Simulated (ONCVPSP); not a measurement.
An all-electron radial function and its pseudo partner (vanadium)

Columns: radius, all-electron u(r) and pseudo u(r) of the 3s shell (level -86.81 eV) of vanadium in the configuration [Ne] 3s2 3p6 3d3; PW91, scalar-relativistic, ONCV scheme, ONCVPSP 4.0.1.

```tsv
r (bohr)	all-electron	pseudo
0.078	0.0783	0.0884
0.155	-0.4834	0.1775
0.232	-0.5861	0.2776
0.310	-0.3388	0.3989
0.388	0.0449	0.5361
0.465	0.4192	0.6733
0.542	0.7251	0.8032
0.620	0.9454	0.9266
0.698	1.0782	1.0360
0.775	1.1377	1.1110
0.852	1.1423	1.1345
0.930	1.1066	1.1060
1.008	1.0445	1.0444
1.085	0.9676	0.9675
1.162	0.8832	0.8831
1.240	0.7955	0.7954
1.318	0.7096	0.7095
1.395	0.6289	0.6288
1.472	0.5538	0.5537
1.550	0.4841	0.4840
1.628	0.4212	0.4211
1.705	0.3656	0.3655
1.782	0.3162	0.3162
1.860	0.2722	0.2721
1.938	0.2336	0.2336
2.015	0.2004	0.2004
```

Question: How many radial nodes do the two functions have?

Answer: The all-electron 3s function has n − l − 1 = 2; the pseudo-wave has 0, since the states of the same l below it are removed with the core.

Question: At about which radius was the pseudo-wave matched?

Answer: 1.00 bohr, where the columns begin to agree (steps of 0.08 bohr).

Question: Is the pseudo-wave norm-conserving?

Answer: Yes: the ONCV scheme keeps the norm inside the radius equal to the all-electron one, which fixes the energy derivative of the logarithmic derivative at the level.
